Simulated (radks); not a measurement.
Q: Sb2.75+, 48.25 electrons, occupied as [Kr] 4d10 5s1.25 5p1 (fractional occupations, a model configuration). Calculated with a radial shooting solver on a logarithmic mesh with Libxc functionals: Dirac Kohn-Sham, PBE, spin-unpolarised, spherical densities, finite nucleus; open shells are shared between the two j in proportion to 2j + 1; Fermi nuclear charge, rms radius 4.6802 fm. Some entries of the table are withheld. Estimate them.

| orbital | occ. | eigenvalue (hartree) | <r> (bohr) | <1/r> (bohr^-1) |
|---|---|---|---|---|
| 1s1/2 | 2 | -1113.915 | 0.02842 | 54.32 |
| 2s1/2 | 2 | -170.3233 | 0.1222 | (1) |
| 2p1/2 | 2 | -159.4140 | 0.1033 | 12.61 |
| 2p3/2 | 4 | -150.1597 | 0.1087 | 11.70 |
| 3s1/2 | 2 | -34.21673 | 0.3302 | 4.476 |
| 3p1/2 | 2 | -29.75670 | 0.3208 | 4.385 |
| 3p3/2 | 4 | -28.04899 | 0.3321 | 4.164 |
| 3d3/2 | 4 | -20.17324 | 0.3033 | 4.013 |
| 3d5/2 | 6 | -19.81834 | 0.3069 | 3.955 |
| 4s1/2 | 2 | -6.48227 | 0.7905 | 1.770 |
| 4p1/2 | 2 | -4.97342 | 0.8317 | (2) |
| 4p3/2 | 4 | -4.65737 | 0.8606 | (3) |
| 4d3/2 | 4 | -2.26738 | 1.012 | 1.314 |
| 4d5/2 | 6 | -2.22109 | 1.025 | 1.296 |
| 5s1/2 | 1.25 | -1.36262 | 2.029 | (4) |
| 5p1/2 | 0.333333 | -1.02248 | 2.329 | 0.5521 |
| 5p3/2 | 0.666667 | -0.98568 | 2.402 | 0.5332 |

A: 
(1) 2s1/2 <1/r> (bohr^-1): 12.62
(2) 4p1/2 <1/r> (bohr^-1): 1.656
(3) 4p3/2 <1/r> (bohr^-1): 1.585
(4) 5s1/2 <1/r> (bohr^-1): 0.6407
